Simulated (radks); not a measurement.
Excited configurations of Tc: one electron is placed in a higher orbital outside [Kr] 4d5 5s1. The ground configuration is [Kr] 4d5 5s2. All-electron calculation, Dirac Kohn-Sham, LDA (Slater exchange, Perdew-Wang correlation), spin-unpolarised, spherical densities, point nucleus; open shells fill j = l - 1/2 first. Program: a radial shooting solver on a logarithmic mesh with Libxc functionals. Excitation = E - E(ground); binding = E(ion) - E, where the ion is the core of charge +1; n* = 1/sqrt(2 binding) in atomic units, and the quantum defect is n - n*.

outer orbital  excitation (eV)  binding (eV)     n*  quantum defect  eigenvalue (eV)  <r> (bohr)
5p1/2                    3.715         4.690  1.703           3.297           -2.299       4.364
5f5/2                    7.768         0.637  4.622           0.378           -0.370       29.15
6p1/2                    6.589         1.816  2.737           3.263           -1.035       11.11
6d3/2                    7.383         1.022  3.648           2.352           -0.576       18.85
6f5/2                    7.943         0.462  5.427           0.573           -0.290       43.64
7s1/2                    7.097         1.308  3.226           3.774           -0.812       16.83
7p1/2                    7.366         1.039  3.619           3.381           -0.642       20.44
7d3/2                    7.725         0.680  4.474           2.526           -0.422       30.57
7f5/2                    8.056         0.349  6.243           0.757           -0.230       60.76

Estimate the row for 5d3/2.

Answer. excitation (eV) 6.754; binding (eV) 1.651; n* 2.871; quantum defect 2.129; eigenvalue (eV) -0.726; <r> (bohr) 9.808. The Delta-SCF ionisation energy is 8.405 eV (NIST Atomic Spectra Database: 7.119 eV, measured). Self-interaction in the functional shifts the binding energies and quantum defects, so they are the method's values and not measured ones. Spin polarisation and multiplet splitting are left out, so open shells lie too high by an amount that depends on their filling.

Beside tabulated values, note that spin-unpolarised runs miss the spin-polarisation part of the exchange energy of open shells.
